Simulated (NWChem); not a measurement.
System: H2BO2, doublet; SMILES O[B]O

Here is an NWChem input.

```
start job
memory heap 200 mb stack 900 mb global 1100 mb
geometry units angstroms noautoz
  O     -1.221829     0.000000     0.039325
  B      0.000000     0.000000    -0.544693
  O      1.221829     0.000000     0.039325
  H     -1.213554     0.000000     1.016638
  H      1.213554     0.000000     1.016638
end
basis spherical
  O library aug-pcseg-1
  B library aug-pcseg-1
  H library aug-pcseg-1
end
dft
  odft
  mult 2
  xc pbe0
  iterations 150
  mulliken
end
task dft energy
```

NWChem printed, in part:

```
             Northwest Computational Chemistry Package (NWChem) 7.3.0
             --------------------------------------------------------

 C2V symmetry detected

                             Geometry "geometry" -> ""
                             -------------------------

 Output coordinates in angstroms (scale by  1.889725989 to convert to a.u.)

  No.       Tag          Charge          X              Y              Z
 ---- ---------------- ---------- -------------- -------------- --------------
    1 O                    8.0000    -1.22182900     0.00000000     0.04197670
    2 B                    5.0000     0.00000000     0.00000000    -0.54204130
    3 O                    8.0000     1.22182900     0.00000000     0.04197670
    4 H                    1.0000    -1.21355400     0.00000000     1.01928970
    5 H                    1.0000     1.21355400     0.00000000     1.01928970

 Effective nuclear repulsion energy (a.u.)      59.9035409238

      Symmetry information
      --------------------

 Group name             C2v
 Group number             16
 Group order               4
 No. of unique centers     3

                                 NWChem DFT Module
                                 -----------------

 Summary of "ao basis" -> "ao basis" (spherical)
 ------------------------------------------------------------------------------
       Tag                 Description            Shells   Functions and Types
 ---------------- ------------------------------  ------  ---------------------
 O                        aug-pcseg-1                9       23   4s3p2d
 B                        aug-pcseg-1                9       23   4s3p2d
 H                        aug-pcseg-1                5        9   3s2p

      Symmetry analysis of basis
      --------------------------

        a1         34
        a2         11
        b1         28
        b2         14

            General Information
            -------------------
          SCF calculation type: DFT
          Wavefunction type:  spin polarized.
          No. of atoms     :     5
          No. of electrons :    23
           Alpha electrons :    12
            Beta electrons :    11
          Charge           :     0
          Spin multiplicity:     2
          Use of symmetry is: on ; symmetry adaption is: on
          Maximum number of iterations: 150
          AO basis - number of functions:    87
                     number of shells:    37
          Convergence on energy requested:  1.00D-06
          Convergence on density requested:  1.00D-05
          Convergence on gradient requested:  5.00D-04

              XC Information
              --------------
                         PBE0 Method XC Functional
                     Hartree-Fock (Exact) Exchange  0.250
          PerdewBurkeErnzerhof Exchange Functional  0.750
            Perdew 1991 LDA Correlation Functional  1.000 local
           PerdewBurkeErnz. Correlation Functional  1.000 non-local

             Grid Information
             ----------------
          Grid used for XC integration:  medium
          Radial quadrature: Mura-Knowles
          Angular quadrature: Lebedev.
          Tag              B.-S. Rad. Rad. Pts. Rad. Cut. Ang. Pts.
          ---              ---------- --------- --------- ---------
          O                   0.60       49          12.0       434
          B                   0.85       49          13.0       434
          H                   0.35       45          14.0       434
          Grid pruning is: on
          Number of quadrature shells:   143
          Spatial weights used:  Erf1

      Superposition of Atomic Density Guess
      -------------------------------------

 Sum of atomic energies:        -174.99174550

      Non-variational initial energy
      ------------------------------

 Total energy =    -175.922253
 1-e energy   =    -357.378343
 2-e energy   =     121.552549
 HOMO         =      -0.139990
 LUMO         =       0.025993

   Symmetry analysis of molecular orbitals - initial alpha
   -------------------------------------------------------

  Numbering of irreducible representations:

     1 a1          2 a2          3 b1          4 b2

  Orbital symmetries:

     1 a1          2 b1          3 a1          4 a1          5 b1
     6 a1          7 b1          8 a1          9 b2         10 b1
    11 a2         12 a1         13 a1         14 b1         15 b2
    16 a1         17 b1         18 a1         19 b2         20 a1
    21 b1         22 a1

   Symmetry analysis of molecular orbitals - initial beta
   ------------------------------------------------------

  Numbering of irreducible representations:

     1 a1          2 a2          3 b1          4 b2

  Orbital symmetries:

     1 a1          2 b1          3 a1          4 a1          5 b1
     6 a1          7 b1          8 a1          9 b2         10 b1
    11 a2         12 a1         13 a1         14 b1         15 b2
    16 a1         17 b1         18 a1         19 b2         20 a1
    21 b1         22 a1

     ---------------------------------------------
      Total Density - Mulliken Population Analysis
     ---------------------------------------------

    Atom       Charge   Shell Charges
 -----------   ------   -------------------------------------------------------
    1 O    8     8.87   2.00  0.94  0.81  0.01  3.14  1.83  0.14  0.01  0.01
    2 B    5     4.13   2.00  0.67  0.48  0.16  0.94 -0.15 -0.00  0.09 -0.04
    3 O    8     8.87   2.00  0.94  0.81  0.01  3.14  1.83  0.14  0.01  0.01
    4 H    1     0.57   0.54 -0.00 -0.02  0.05  0.00
    5 H    1     0.57   0.54 -0.00 -0.02  0.05  0.00

     --------------------------------------------
      Spin Density - Mulliken Population Analysis
     --------------------------------------------

[...]
```

Level: PBE0/aug-pcseg-1, spin-unrestricted. In the optimisation the excess spin sits in a1 (C2v, its own frame). Coordinates come from a B3LYP/6-31G* (spherical d), spin-unrestricted optimisation. No stability test was run on the SCF state.
